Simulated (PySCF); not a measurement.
Species: C4H8O4.
Atom-mapped SMILES: `[OH:1][CH2:2][CH:3]1[O:4][CH2:5][O:6][CH2:7][O:8]1` (hydrogens: H9 on O1; H10, H11 on C2; H12 on C3; H13, H14 on C5; H15, H16 on C7)

The closed-shell SCF was solved with PySCF and density fitting under several settings on one GFN2-xTB geometry (grid level 2 and gas phase unless stated).

```tsv
settings	basis functions	SCF cycles	E (Eh)	HOMO (eV)	LUMO (eV)	dipole (D)
PBE0/pcSseg-1	176	13	-457.5609	-7.95	1.55	1.91
B3LYP/def2-SVPD	236	14	-457.8017	-7.89	0.37	1.92
```

Q: Estimate the rows for these settings: (1) PW91/6-31G*, IEF-PCM chloroform, grid level 1; (2) OPBE/6-31G, start guess atom.

A: 
```tsv
settings	basis functions	SCF cycles	E (Eh)	HOMO (eV)	LUMO (eV)	dipole (D)
PW91/6-31G*, IEF-PCM chloroform, grid level 1	128	11	-457.9367	-5.97	1.52	1.95
OPBE/6-31G, start guess atom	88	11	-457.7082	-5.99	1.37	2.14
```

Q: Over all rows, what range does the HOMO–LUMO gap span?

A: From 7.36 eV (OPBE/6-31G, start guess atom) to 9.50 eV (PBE0/pcSseg-1). The functional of the narrowest has no exact exchange, that of the widest 25 % exact exchange.

Cycle counts include a coarse-grid stage where the run had one. All basis functions are spherical, in the Pople sets too. Geometry: GFN2-xTB, one conformer.
